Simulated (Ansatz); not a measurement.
Molecule: SbH (charge 0, triplet). 
Coordinates optimised at B3LYP-D3(BJ)/def2-TZVP (Ansatz, an electronic-structure program):
SMILES: [SbH]
```xyz
2

Sb     0.0000     0.0000    -0.0331
H      0.0000     0.0000     1.6894
```
Charge 0, spin multiplicity 3.

Basis-set convergence of Hartree-Fock and CCSD(T) correlation energies (hartree) with Ansatz. Cores are frozen in the correlated levels unless marked. Open shells are spin-unrestricted. No spin-orbit coupling. The frozen core is the preceding noble-gas configuration, with the filled d and f shells of earlier blocks. In def2 rows, elements after Kr have scalar-relativistic effective core potentials.

| basis | functions | E(HF) | E(corr, CCSD(T)) |
|---|---|---|---|
| def2-SVP | 31 | -239.82974 | -0.08446 |
| def2-TZVPP | 64 | -239.83685 | -0.10694 |
| def2-QZVPP | 112 | -239.83817 | -0.11362 |

Extrapolating the two largest sets (X = 3 and 4) as X^-3: E(corr) = (64·(-0.11362) - 27·(-0.10694))/37 = -0.1185 Eh, an estimate of the basis-set limit. The largest set recovers 95.9 % of it, the smallest 71.3 %.
